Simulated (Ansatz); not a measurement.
System: 2-methoxyethylsilane, C3H10OSi (charge 0, singlet). 
Geometry from a B3LYP-D3(BJ)/def2-TZVP (Ansatz, a program for electronic structure) optimisation:
SMILES: C(C[SiH3])OC
```xyz
15

C      2.7948    -0.0754     0.8548
O      1.5720    -0.7167     0.5679
C      0.5650     0.1863     0.1468
C     -0.7077    -0.5864    -0.1382
Si    -2.1448     0.4857    -0.7112
H      3.1952     0.4402    -0.0281
H      2.6837     0.6587     1.6637
H      3.5002    -0.8438     1.1673
H      0.9029     0.7232    -0.7519
H      0.3946     0.9404     0.9293
H     -1.0111    -1.1267     0.7631
H     -0.5073    -1.3419    -0.9034
H     -2.4873     1.4960     0.3199
H     -1.7969     1.2011    -1.9637
H     -3.3357    -0.3598    -0.9621
```
Charge 0, spin multiplicity 1.

Wanted: atomisation energy (electronic, to ground-state atoms), in kJ/mol. Correlated levels leave the core frozen unless marked. Open shells are spin-unrestricted. Spin-orbit coupling is left out. Non-relativistic. The coupled-cluster limit lacks core correlation, which all-electron functionals hold. CBS marks a two-point X^-3 extrapolation of the correlation energy; Hartree-Fock from the larger set.

| level | program | atomisation energy (kJ/mol) |
|---|---|---|
| HF/6-31G* | Ansatz | 4037.5 |
| HF/aug-cc-pV(D+d)Z | Ansatz | 4003.7 |
| HF/aug-cc-pV(T+d)Z | Ansatz | 4065.1 |
| PBE/def2-TZVPD | Ansatz | 5487.1 |

Task: What does CCSD(T)/CBS(cc-pV(T+d)Z,cc-pV(Q+d)Z) (Ansatz) give?

Result: 5454.5 kJ/mol
